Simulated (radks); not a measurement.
The numbers below are computed, except where a source is named.
Question: These are the eigenvalues of the occupied orbitals of an atom or ion with whole-number occupations (Ry). Code: a radial shooting solver on a logarithmic mesh with Libxc functionals. Model: Dirac Kohn-Sham, BLYP, spin-unpolarised, spherical densities, finite nucleus; Fermi nuclear charge, rms radius of each element as measured or else 0.836 A^(1/3) + 0.57 fm.

| orbital | eigenvalue |
|---|---|
| 1s1/2 | -6504.808 |
| 2s1/2 | -1196.750 |
| 2p1/2 | -1151.628 |
| 2p3/2 | -990.5731 |
| 3s1/2 | -318.1058 |
| 3p1/2 | -297.6221 |
| 3p3/2 | -261.6111 |
| 3d3/2 | -227.7655 |
| 3d5/2 | -220.0878 |
| 4s1/2 | -102.4066 |
| 4p1/2 | -93.48142 |
| 4p3/2 | -84.45411 |
| 4d3/2 | -69.83338 |
| 4d5/2 | -68.11209 |
| 4f5/2 | -49.11681 |
| 4f7/2 | -48.70329 |
| 5s1/2 | -45.77588 |

Which element is it, and in what charge state? The configuration may be excited. Open shells, if any, fill j = l - 1/2 first.

Answer: Z = 82, lead, charge +22: Pb22+ in [Kr] 4d10 4f13 5s1. The list shows which subshells hold electrons but not how many an open one holds; the 1s level, -3252.4 hartree, gives Z - s = 80.7 by -(Z - s)^2/2, which with screening and relativity narrows Z to a few neighbours, and the depths of the outer levels then fix element, charge and occupations together.
